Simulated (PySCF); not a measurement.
Functional benchmark on one molecule

Molecule: SMILES O=C1CCC(=O)N1, C₄H₅NO₂.

Numbering as in the mapped SMILES `[O:1]=[C:2]1[CH2:3][CH2:4][C:5](=[O:6])[NH:7]1`. Hydrogens are named by the atom that carries them.

Geometry PBE0-D3(BJ)/def2-SVP throughout; GIAO in PySCF, gas phase, one conformer, non-relativistic; equivalent atoms averaged; basis pcSseg-1.

Reference values (measured; water; Olsson, Cremer, J. Phys. Chem. 1996, 100, 16881): δ(N7) = 182.9 ppm vs NH3 (gas). Computed shifts are taken against NH3, calculated as an isolated molecule at each level.

How do the functionals BLYP, BP86, KT2, KT3, B3LYP, PBE0, WP04, B97-2 perform against the reference? Times are CPU seconds on shared hosts with different chips, so compare them loosely; the GGAs took longer than the global hybrids here, which isn't the general rule, and the cause wasn't traced.

Results:


```csv
functional,kind,N7,abs. error N,core-s
BLYP,GGA,210.0,27.1,15
BP86,GGA,205.5,22.6,15
KT2,GGA,195.3,12.4,16
KT3,GGA,191.7,8.8,20
B3LYP,global hybrid,203.5,20.6,9.6
PBE0,global hybrid,199.3,16.4,11
WP04,global hybrid,193.0,10.1,9.9
B97-2,global hybrid,194.5,11.6,12
```

For ¹⁵N the closest is KT3 (8.8 ppm) and the furthest BLYP (27.1 ppm). One molecule is a small sample, and vibrational and solvent effects are absent from the calculation.
